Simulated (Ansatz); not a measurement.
C5H6, SMILES `C=C1CC1=C` (charge 0, multiplicity 1).

Calculation: LDA/cc-pVTZ // B3LYP-D3(BJ)/def2-TZVP (Ansatz, a program for electronic structure).

Ansatz 0.2 input:
```yaml
crystal:
  periodic: [false, false, false]
  atoms:
    - { symbol: C, position_ang: [-1.827383, 0.69058, -0.307065] }
    - { symbol: C, position_ang: [-0.699612, 0.032371, -0.101494] }
    - { symbol: C, position_ang: [-0.042753, -1.289014, 0.126444] }
    - { symbol: C, position_ang: [0.700829, 0.004236, 0.062634] }
    - { symbol: C, position_ang: [1.870728, 0.616299, 0.1265] }
    - { symbol: H, position_ang: [-1.833708, 1.766447, -0.432054] }
    - { symbol: H, position_ang: [-2.778637, 0.175719, -0.356949] }
    - { symbol: H, position_ang: [0.041307, -1.979512, -0.708972] }
    - { symbol: H, position_ang: [-0.165721, -1.771567, 1.092771] }
    - { symbol: H, position_ang: [1.948377, 1.690497, 0.011518] }
    - { symbol: H, position_ang: [2.786571, 0.063944, 0.295581] }
basis:
  gaussian: { orbitals: cc-pVTZ }
hamiltonian:
  xc: lda
```

Output:

```
Functional definition: SPW92
1180 factors; their error is unknown
mean field evaluation 1: about -5218.4444 eV, gradient 7.5e1 eV
mean field evaluation 2: about -5203.1598 eV, gradient 1.1e2 eV
mean field evaluation 4: about -5231.8679 eV, gradient 1.4e1 eV
mean field evaluation 8: about -5232.3206 eV, gradient 3.0e-1 eV
mean field evaluation 16: about -5232.3208 eV, gradient 8.3e-5 eV
mean field -5232.32076417 eV, -192.2842414889 hartree, gradient 8.3e-5 eV, S^2 0.000000; 0 other end points of the search recorded, 0 dependent functions left out
reference -5232.32079945 eV, -192.2842427854 hartree; 18, 18 occupied and 216, 216 virtual orbitals, 1180 factors
Total energy: -5232.32079945 eV, -192.2842427854 hartree
```
